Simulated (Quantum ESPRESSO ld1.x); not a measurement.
Question: Radial electron density D(r) = 4 pi r^2 rho(r) of an atom or ion with 67.5 electrons. Method: scalar-relativistic Kohn-Sham, LDA (Slater exchange, VWN5 correlation), spin-polarised, spherical densities, point nucleus; computed with ld1.x of Quantum ESPRESSO 7.5.

```
   r/bohr * D(r) (the largest magnitude, 120, reaches the edge; | marks zero)
 0.001008 | *
 0.001366 |   *
 0.001867 |     *
  0.00253 |         *
 0.003456 |              *
 0.004684 |                     *
   0.0064 |                            *
 0.008673 |                                    *
  0.01185 |                                        *
  0.01606 |                                         *
  0.02194 |                                     *
  0.02973 |                                     *
  0.04062 |                                            *
  0.05549 |                                                      *
  0.07521 |                                                     *
   0.1027 |                                           *
   0.1392 |                                             *
   0.1902 |                                                *
   0.2578 |                                *
   0.3522 |                      *
   0.4773 |                           *
   0.6521 |                  *
   0.8838 |         *
    1.207 |     *
    1.636 |  *
    2.236 |*
    3.054 *
    4.139 *
    5.655 *
    7.664 *
    10.47 *
```

What is the nuclear charge?

Answer: Z = 68. The innermost maximum, from 1s, lies near gamma/Z bohr with gamma = sqrt(1 - (Z/c)^2) = 0.868, here 0.0128 bohr (found: 0.0140), and its height grows with Z. The density is that of the erbium ion Er0.5+ in [Xe] 4f(up 6, down 6) 6s(up 0.75, down 0.75); the configuration itself is not fixed sharply by these data, and Z only to a few units. D(r) has 4 maxima, at r = 0.0140, 0.0631, 0.174, 0.474 bohr, and minima at 0.0268, 0.114, 0.338 bohr, inside which lie 1.92, 11.09, 29.63 electrons.
